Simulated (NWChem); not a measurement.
Everything below was run with NWChem. System: BeF2, charge 0, spin multiplicity 1, displaced from the optimised geometry. The structure started from a generated list of species. Level: RHF/cc-pVDZ, spin-restricted.

Input file:

```
start mol
memory heap 200 mb stack 900 mb global 1100 mb
geometry units angstroms nocenter noautoz noautosym
  Be     0.000000     0.000000     0.000000
  F      0.000000     0.000000     2.079756
  F      0.000000     0.000000    -1.386504
end
basis spherical
  * library cc-pvdz
end
scf
  rhf
  nopen 0
  maxiter 100
  thresh 1e-7
  semidirect memsize 60000000 filesize 0
end
task scf energy
```

NWChem printed:

```
             Northwest Computational Chemistry Package (NWChem) 7.3.0
             --------------------------------------------------------

                                NWChem Input Module
                                -------------------

 Scaling coordinates for geometry "geometry" by  1.889725989
 (inverse scale =  0.529177249)

                             Geometry "geometry" -> ""
                             -------------------------

 Output coordinates in angstroms (scale by  1.889725989 to convert to a.u.)

  No.       Tag          Charge          X              Y              Z
 ---- ---------------- ---------- -------------- -------------- --------------
    1 Be                   4.0000     0.00000000     0.00000000     0.00000000
    2 F                    9.0000     0.00000000     0.00000000     2.07975600
    3 F                    9.0000     0.00000000     0.00000000    -1.38650400

 Effective nuclear repulsion energy (a.u.)      35.2656593905

            Nuclear Dipole moment (a.u.)
            ----------------------------
        X                 Y               Z
 ---------------- ---------------- ----------------
     0.0000000000     0.0000000000    11.7905068893


 Summary of "ao basis" -> "" (spherical)
 ------------------------------------------------------------------------------
       Tag                 Description            Shells   Functions and Types
 ---------------- ------------------------------  ------  ---------------------
 *                          cc-pvdz                   on all atoms

 Summary of "ao basis" -> "ao basis" (spherical)
 ------------------------------------------------------------------------------
       Tag                 Description            Shells   Functions and Types
 ---------------- ------------------------------  ------  ---------------------
 Be                         cc-pvdz                  6       14   3s2p1d
 F                          cc-pvdz                  6       14   3s2p1d

                                 NWChem SCF Module
                                 -----------------

  ao basis        = "ao basis"
[...]
   Bfn.  Coefficient  Atom+Function         Bfn.  Coefficient  Atom+Function
  ----- ------------  ---------------      ----- ------------  ---------------
    18      0.645747  2 F  px                21      0.484809  2 F  px

 Vector   10  Occ=2.000000D+00  E=-5.205742D-01
              MO Center=  2.1D-16, -1.9D-16,  2.0D+00, r^2= 5.2D-01
   Bfn.  Coefficient  Atom+Function         Bfn.  Coefficient  Atom+Function
  ----- ------------  ---------------      ----- ------------  ---------------
    19      0.645747  2 F  py                22      0.484809  2 F  py

 Vector   11  Occ=2.000000D+00  E=-5.136864D-01
              MO Center= -6.9D-16,  2.2D-16,  1.9D+00, r^2= 7.7D-01
   Bfn.  Coefficient  Atom+Function         Bfn.  Coefficient  Atom+Function
  ----- ------------  ---------------      ----- ------------  ---------------
    20      0.576020  2 F  pz                23      0.438347  2 F  pz
     2     -0.183325  1 Be s                  6     -0.180111  1 Be pz

 Vector   12  Occ=0.000000D+00  E= 2.482106D-02
              MO Center=  1.0D-15,  1.6D-15,  2.1D-01, r^2= 3.6D+00
   Bfn.  Coefficient  Atom+Function         Bfn.  Coefficient  Atom+Function
  ----- ------------  ---------------      ----- ------------  ---------------
     3      0.949096  1 Be s                 20      0.213011  2 F  pz
    23      0.189142  2 F  pz                 6      0.184585  1 Be pz
    17     -0.172826  2 F  s

 Vector   13  Occ=0.000000D+00  E= 8.205558D-02
              MO Center= -2.8D-16,  6.0D-16,  3.6D-02, r^2= 4.6D+00
   Bfn.  Coefficient  Atom+Function         Bfn.  Coefficient  Atom+Function
  ----- ------------  ---------------      ----- ------------  ---------------
     7      0.820333  1 Be px                 4      0.316911  1 Be px
    35     -0.210582  3 F  px                32     -0.167841  3 F  px

 Vector   14  Occ=0.000000D+00  E= 8.205558D-02
              MO Center=  1.2D-16, -8.2D-16,  3.6D-02, r^2= 4.6D+00
   Bfn.  Coefficient  Atom+Function         Bfn.  Coefficient  Atom+Function
  ----- ------------  ---------------      ----- ------------  ---------------
     8      0.820333  1 Be py                 5      0.316911  1 Be py
    36     -0.210582  3 F  py                33     -0.167841  3 F  py

 center of mass
 --------------
 x =   0.00000000 y =   0.00000000 z =   0.52945148

 moments of inertia (a.u.)
 ------------------
         410.699946316850           0.000000000000           0.000000000000
           0.000000000000         410.699946316850           0.000000000000
           0.000000000000           0.000000000000           0.000000000000

  Mulliken analysis of the total density
  --------------------------------------

    Atom       Charge   Shell Charges
 -----------   ------   -------------------------------------------------------
    1 Be   4     3.10   2.00  0.29  0.05  0.51  0.08  0.17
    2 F    9     9.56   2.00  0.89  1.07  3.25  2.35  0.00
    3 F    9     9.34   2.00  0.89  0.99  3.33  2.12  0.00

       Multipole analysis of the density wrt the origin
       ------------------------------------------------

     L   x y z        total         open         nuclear
     -   - - -        -----         ----         -------
     0   0 0 0     -0.000000      0.000000     22.000000

     1   1 0 0      0.000000      0.000000      0.000000
     1   0 1 0      0.000000      0.000000      0.000000
     1   0 0 1     -1.064793      0.000000     11.790507

     2   2 0 0     -9.423218      0.000000      0.000000
     2   1 1 0     -0.000000      0.000000      0.000000
     2   1 0 1     -0.000000      0.000000      0.000000
     2   0 2 0     -9.423218      0.000000      0.000000
     2   0 1 1     -0.000000      0.000000      0.000000
     2   0 0 2    -21.843775      0.000000    200.800965

 Task  times  cpu:        0.3s     wall:        0.3s

 Total times  cpu:        0.4s     wall:        0.4s
```
